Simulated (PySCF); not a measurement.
Be(Br)(iPr) (C3H7BeBr), SMILES C[CH](C)[Be][Br]. Geometry: PBE0-D3(BJ)/def2-SVP. One conformer was computed; it need not be the lowest.

Computed with PBE0-D3(BJ)/def2-SVP (PySCF 2.14.0).

Harmonic wavenumbers (cm⁻¹): 81, 110, 234, 245, 273, 378, 396, 451, 881, 914, 961, 984, 1027, 1099, 1182, 1267, 1303, 1381, 1399, 1455, 1473, 1473, 1483, 2999, 3025, 3025, 3105, 3107, 3129, 3129. Rotational constants (GHz): 7.955, 1.025, 0.9369; symmetry number 1.

### Question
Work out the zero-point energy and the ideal-gas rigid-rotor harmonic-oscillator thermochemistry at 298.15 K and 1 atm.

### Answer
ZPE = ½ Σ hcν = ½ × 41970 cm⁻¹ = 251.04 kJ/mol. H − E(el) = 271.93 kJ/mol. Entropy in J/(mol K): translation 169.64, rotation 117.71, vibration 66.87, total 354.22. G − E(el) = 166.32 kJ/mol. Cp = 104.69 J/(mol K). Modes under 150 cm⁻¹ make the vibrational entropy uncertain.
